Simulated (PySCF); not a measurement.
## Correlation energy of Co²⁵⁺ (cobalt, charge +25)

Starting occupation: 1s2. All numbers are calculated (PySCF 2.14, X2C-1e with screened-nucleus spin-orbit coupling, Gaussian nucleus, in an even-tempered Gaussian basis (17 s from 3.2 bohr⁻², ratio 2.6; 11 p from 4.2 bohr⁻², ratio 2.6; 6 d from 4.3 bohr⁻², ratio 2.8; 3 f from 190 bohr⁻², ratio 2.8)). Frozen: nothing; 2 electrons correlated; the 34 highest virtual spinors left out.

Total MP2 correlation energy: -47.54 mhartree.

With two correlated electrons CCSD is exact within the correlated space (frozen core and kept virtual orbitals).

The virtual space was cut to 52 spinors, which keep -45.00 of the -47.54 mhartree of MP2 correlation.

```csv
level,correlation energy (mhartree)
CCSD,-45.57
```

Diagnostics: T1 = 3.7e-06, largest double amplitude 0.002.

Cost of the coupled-cluster step: roughly 6 core-seconds, for 2 occupied and 52 virtual spinors.

The coupled-cluster values are those of the cut space; adding the MP2 remainder, -2.54 mhartree, estimates the full space.
